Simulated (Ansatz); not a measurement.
Computed with Ansatz on PBE0-D4/def2-TZVP structures; ΔE is electronic, products minus reactants. CBS: MP2 limit from def2 TZ/QZ plus the TZ coupled-cluster correction, frozen cores. This one scheme is used for every species. DFT in def2-TZVPP. Each species was taken in one conformer, which may not be the lowest.

`CC[CH2][AlH][F]` + `COCC#N` → `C[O][AlH][F]` + `CCCCC#N`  (formal exchange of groups at the Al–C bond)

```
         level  ΔE (kJ/mol)
        PBE-D4       -184.9
     r2SCAN-D4       -197.3
       ωB97X-V       -195.7
       ωB97M-V       -196.1
        r2SCAN       -196.9
 HF/def2-QZVPP       -209.9
MP2/def2-QZVPP       -209.9
 MP2/CBS(def2)       -210.3
```

(1) What does CCSD(T)/CBS give? (An estimate is asked.)

Largest T1 diagnostic among the species: 0.013.

Results:

(1) The calculation gave: -202.0 kJ/mol. The listed levels differ from it by 17.1, 4.7, 6.3, 5.9, 5.1, -7.9, -7.9, -8.3 kJ/mol.

From PBE to PBE0 (25 % exact exchange), in def2-TZVPP and without D4, ΔE moves by −6.9 kJ/mol.
